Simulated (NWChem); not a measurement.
Program: NWChem. System: H$_{4}$SSi, charge 0, spin multiplicity 1, at a geometry optimised with PBE0/def2-SVP. The structure started from a generated list of species. Level: TDA-LDA (SVWN5)/def2-SVPD.

Output (cleaned and shortened):

```
             Northwest Computational Chemistry Package (NWChem) 7.3.0
             --------------------------------------------------------

                                NWChem Input Module
                                -------------------

 Scaling coordinates for geometry "geometry" by  1.889725989
 (inverse scale =  0.529177249)

 Turning off AUTOSYM since
 SYMMETRY directive was detected!

                             Geometry "geometry" -> ""
                             -------------------------

 Output coordinates in angstroms (scale by  1.889725989 to convert to a.u.)

  No.       Tag          Charge          X              Y              Z
 ---- ---------------- ---------- -------------- -------------- --------------
    1 Si                  14.0000     0.96428700     0.37443400     0.00000000
    2 S                   16.0000    -1.00995600    -0.47397000     0.00000000
    3 H                    1.0000     1.21162300     1.21064700     1.21234400
    4 H                    1.0000     1.88528400    -0.79652300     0.00000000
    5 H                    1.0000     1.21162300     1.21064700    -1.21234400
    6 H                    1.0000    -1.64925300     0.71667600     0.00000000

 Effective nuclear repulsion energy (a.u.)      88.7359489500

            Nuclear Dipole moment (a.u.)
            ----------------------------
        X                 Y               Z
 ---------------- ---------------- ----------------
    -0.0000018897     0.0000056692     0.0000000000

      Symmetry information
      --------------------

 Group name             Cs
 Group number              2
 Group order               2
 No. of unique centers     5

      Symmetry unique atoms

     1    2    3    4    6


 Summary of "ao basis" -> "" (spherical)
 ------------------------------------------------------------------------------
       Tag                 Description            Shells   Functions and Types
 ---------------- ------------------------------  ------  ---------------------
 *                         def2-svpd                  on all atoms

                                 NWChem DFT Module
                                 -----------------

 Summary of "ao basis" -> "ao basis" (spherical)
 ------------------------------------------------------------------------------
       Tag                 Description            Shells   Functions and Types
 ---------------- ------------------------------  ------  ---------------------
[...]
     Transition Moments   XX  0.00000  XY -0.00000  XZ  0.71825
     Transition Moments   YY -0.00000  YZ  0.91229  ZZ -0.00000
     Dipole Oscillator Strength                    0.0016032523
     Electric Quadrupole                           0.0000000656
     Magnetic Dipole                               0.0000002477
     Total Oscillator Strength                     0.0016035656

          sigma_e =   2.5798 Angstrom
          sigma_h =   1.5726 Angstrom
         |d_h->e| =   0.9505 Angstrom
            d_exc =   3.1692 Angstrom
            d_CD1 =   1.9577 Angstrom
            d_CD2 =  -1.1256 Angstrom
            d_CD3 =   4.1198 Angstrom
     Pearson C.C. =  -0.0015

     Occ.   17  a"  ---  Virt.   18  a'      -0.06744
     Occ.   17  a"  ---  Virt.   19  a'      -0.99423
  ----------------------------------------------------------------------------
  Root   3 singlet a"             0.235245258 a.u.                6.4014 eV
  ----------------------------------------------------------------------------
     Transition Moments    X  0.00000   Y -0.00000   Z  0.04443
     Transition Moments   XX -0.00000  XY -0.00000  XZ -0.94259
     Transition Moments   YY  0.00000  YZ -0.41892  ZZ  0.00000
     Dipole Oscillator Strength                    0.0003095213
     Electric Quadrupole                           0.0000000738
     Magnetic Dipole                               0.0000008000
     Total Oscillator Strength                     0.0003103951

          sigma_e =   2.2287 Angstrom
          sigma_h =   1.5454 Angstrom
         |d_h->e| =   1.5101 Angstrom
            d_exc =   3.1105 Angstrom
            d_CD1 =   2.1935 Angstrom
            d_CD2 =  -0.3770 Angstrom
            d_CD3 =   4.6206 Angstrom
     Pearson C.C. =  -0.0058

     Occ.   17  a"  ---  Virt.   20  a'      -0.99674
  ----------------------------------------------------------------------------
  Root   4 singlet a'             0.246974087 a.u.                6.7205 eV
  ----------------------------------------------------------------------------
     Transition Moments    X  0.31240   Y  0.06870   Z  0.00000
     Transition Moments   XX -1.11613  XY  0.53564  XZ  0.00000
     Transition Moments   YY  1.01721  YZ  0.00000  ZZ  0.18140
     Dipole Oscillator Strength                    0.0168456263
     Electric Quadrupole                           0.0000001157
     Magnetic Dipole                               0.0000008538
     Total Oscillator Strength                     0.0168465958

          sigma_e =   2.2553 Angstrom
          sigma_h =   1.5602 Angstrom
         |d_h->e| =   1.5835 Angstrom
            d_exc =   3.1755 Angstrom
            d_CD1 =   2.2785 Angstrom
            d_CD2 =  -0.3243 Angstrom
            d_CD3 =   4.7590 Angstrom
     Pearson C.C. =  -0.0080

     Occ.   16  a'  ---  Virt.   18  a'       0.15545
     Occ.   16  a'  ---  Virt.   19  a'       0.21125
     Occ.   17  a"  ---  Virt.   21  a"       0.95535
     Occ.   17  a"  ---  Virt.   27  a"       0.09041
  ----------------------------------------------------------------------------
  Root   5 singlet a"             0.248421675 a.u.                6.7599 eV
  ----------------------------------------------------------------------------
     Transition Moments    X -0.00000   Y -0.00000   Z  0.03932
     Transition Moments   XX  0.00000  XY -0.00000  XZ  0.85882
     Transition Moments   YY -0.00000  YZ  1.03026  ZZ -0.00000
     Dipole Oscillator Strength                    0.0002560055
     Electric Quadrupole                           0.0000001469
     Magnetic Dipole                               0.0000013723
     Total Oscillator Strength                     0.0002575246

          sigma_e =   2.8050 Angstrom
          sigma_h =   1.5816 Angstrom
         |d_h->e| =   1.2316 Angstrom
            d_exc =   3.4728 Angstrom
            d_CD1 =   2.4550 Angstrom
            d_CD2 =  -0.9617 Angstrom
            d_CD3 =   4.7044 Angstrom
     Pearson C.C. =  -0.0196

     Occ.   17  a"  ---  Virt.   18  a'      -0.06040
     Occ.   17  a"  ---  Virt.   22  a'      -0.98633
     Occ.   17  a"  ---  Virt.   23  a'      -0.06152
     Occ.   17  a"  ---  Virt.   28  a'      -0.06800

              Target root =      1
          Target symmetry = none
      Ground state energy =   -687.322172461388
        Excitation energy =      0.197758316204
     Excited state energy =   -687.124414145184

  stored tddft:energy   -687.12441414518366

 Task  times  cpu:        9.8s     wall:        9.8s

 Total times  cpu:        9.8s     wall:        9.8s
```

**Question.** Write an NWChem input that would produce this output.

**Answer.** This is not unique; one that fits is 
```
start mol
memory heap 200 mb stack 900 mb global 1100 mb
geometry units angstroms nocenter noautoz
  Si     0.964287     0.374434     0.000000
  S     -1.009956    -0.473970     0.000000
  H      1.211623     1.210647     1.212344
  H      1.885284    -0.796523     0.000000
  H      1.211623     1.210647    -1.212344
  H     -1.649253     0.716676     0.000000
  symmetry group Cs
end
basis spherical
  * library def2-svpd
end
dft
  xc slater vwn_5
  semidirect memsize 60000000 filesize 0
  iterations 100
end
tddft
  cis
  nroots 5
  notriplet
  thresh 1e-4
end
task tddft energy
```
